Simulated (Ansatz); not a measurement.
Gas-phase electronic energies from Ansatz, PBE0-D4/def2-TZVP geometries. CCSD(T)/CBS adds triple-zeta CCSD(T) − MP2 to the extrapolated MP2 energy (def2 sets, frozen cores). This one scheme is used for every species, atoms too. Functionals use def2-TZVPP. B3LYP here is the variant with VWN-RPA as its local correlation; programs differ in this. HSE06 is defined as in plane-wave codes. No spin–orbit coupling; open shells (•) take unrestricted orbitals. Spin–orbit coupling would lower the free atoms: a little for C, Cl, S; clearly for Ge. Bonds to Ge are less sure, by a few kJ/mol each and by 10 to 20 or more in all where they break to atoms, as the def2 sets lack core-valence functions. Scalar relativity is left out up to krypton. Each species was taken in one conformer, which may not be the lowest.

Reaction (atomization): `C[S][GeH]([CH3])[Cl]` → 2 C• + Cl• + Ge• + 7 H• + S•

`C[S][GeH]([CH3])[Cl]`:

Z-matrix (Å, degrees):
```
C
S 1 1.816
H 1 1.091 2 111.4
H 1 1.090 2 106.3 3 118.1
H 1 1.090 2 111.9 3 -123.7
Ge 2 2.211 1 98.0 3 57.4
Cl 6 2.156 2 105.4 1 -167.0
C 6 1.941 2 113.3 1 75.5
H 6 1.541 2 109.4 1 -51.4
H 8 1.090 6 109.2 2 57.7
H 8 1.091 6 110.0 2 -62.1
H 8 1.091 6 109.8 2 177.8
```

```json
{"level": "LDA (SPW92)", "ΔE (eV)": "48.32", "difference from CCSD(T)/CBS": "5.62"}
{"level": "B3LYP-D4", "ΔE (eV)": "42.41", "difference from CCSD(T)/CBS": "-0.29"}
{"level": "BHLYP-D4", "ΔE (eV)": "41.59", "difference from CCSD(T)/CBS": "-1.11"}
{"level": "B2PLYP", "ΔE (eV)": "42.00", "difference from CCSD(T)/CBS": "-0.70"}
{"level": "revPBE", "ΔE (eV)": "41.39", "difference from CCSD(T)/CBS": "-1.31"}
{"level": "HSE06", "ΔE (eV)": "42.50", "difference from CCSD(T)/CBS": "-0.20"}
{"level": "BHLYP", "ΔE (eV)": "41.17", "difference from CCSD(T)/CBS": "-1.53"}
{"level": "MP2/def2-SVP", "ΔE (eV)": "40.29", "difference from CCSD(T)/CBS": "-2.41"}
{"level": "CCSD(T)/def2-SVP", "ΔE (eV)": "40.08", "difference from CCSD(T)/CBS": "-2.62"}
{"level": "HF/def2-QZVPP", "ΔE (eV)": "31.62", "difference from CCSD(T)/CBS": "-11.08"}
{"level": "CCSD(T)/CBS", "ΔE (eV)": "42.70", "difference from CCSD(T)/CBS": "0"}
```

Largest T1 diagnostic among the species: 0.010.

From r2SCAN to r2SCAN0 (25 % exact exchange), in def2-TZVPP and without D4, ΔE moves by −0.45 eV: exact exchange takes away binding that semilocal exchange gives to molecules. In def2-TZVPP, CCSD(T) changes the Hartree–Fock value by +10.12 eV (the triples alone add +0.61 eV) and MP2 by +10.53 eV; breaking electron pairs costs correlation energy, which Hartree–Fock lacks. The D4 term adds +0.51 eV with B3LYP and +0.27 eV with PBE0; it sums over pairs of atoms, weighted by their polarisabilities, and B3LYP, whose exchange is more repulsive, gets the larger term.

For atomizations the MP2-based limit and the directly extrapolated one differ by several kJ/mol either way, and by 10 to 25 for some Ge, Se and Sn compounds, so smaller differences from it don't rank the levels.
